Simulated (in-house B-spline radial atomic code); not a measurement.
A calculation on Sc2+: its settings, and results tabulated from the run. Method: non-relativistic CAM-B3LYP, spin-polarised, spherical fractional occupations, exact exchange averaged over the configuration, point nucleus. Calculated with a radial B-spline atomic code at the basis-set limit.

Command:
```bash
python run_scf.py task.json out
```
Settings:
```
Z                21
configuration    [Ar] 3d1
hamiltonian      nr
method           camb3lyp
spin_polarised   True
exact_exchange   averaged over the configuration
```

Output (hartree, bohr):
```
 radial grid: 47 intervals, B-splines of order 8, outer radius 25.5556 bohr

 iter        energy (Eh)    residual
    1        -753.953502    3.84e-01
    2        -758.330742    2.42e-01
    3        -759.801984    6.64e-02
    4        -759.933943    1.61e-02
    5        -759.939406    9.91e-03
    6        -759.942366    9.05e-04
    7        -759.942379    6.78e-05
    8        -759.942379    1.40e-05
    9        -759.942379    8.04e-07
   10        -759.942379    1.36e-08

 total energy                      -759.94238
 kinetic                             759.2302
 electron-nucleus                  -1788.0677
 Hartree                             307.3875
 exact exchange                       -8.6221
 exchange-correlation                -29.8702

 orbital      occ     eigenvalue          <r>       <r^2>       <1/r>     <1/r^2>       <r^4>       r_max
 1s up      1.000      -162.3524    0.0735847  0.00726824     20.5326     849.773 0.000135435     0.04836
 1s down    1.000      -162.3527    0.0735846  0.00726822     20.5326     849.773 0.000135433     0.04836
 2s up      1.000       -18.2690     0.345749    0.141371     4.25376     74.4508   0.0352546      0.2857
 2s down    1.000       -18.2591     0.345599    0.141234     4.25555     74.5085   0.0351685      0.2857
 2p up      3.000       -15.1928     0.308386    0.117384       4.184     24.1936   0.0284591      0.2331
 2p down    3.000       -15.1844     0.308195    0.117214     4.18586     24.2115   0.0283506       0.233
 3s up      1.000        -2.7772      1.08102     1.34746     1.29316     10.2463     2.94196      0.9314
 3s down    1.000        -2.7404      1.08126      1.3485     1.29293     10.2404     2.95201      0.9311
 3p up      3.000        -1.9646      1.16539     1.59682     1.17206     3.06518     4.43449      0.9685
 3p down    3.000        -1.9242      1.16651     1.60105     1.17119     3.06013     4.47406       0.968
 3d up      1.000        -0.8018      1.55337     3.04961     0.84611    0.981604     20.6842       1.073
```

Cost of the run: 0.83 s on 1 thread of Arm Neoverse N1 (shared host).
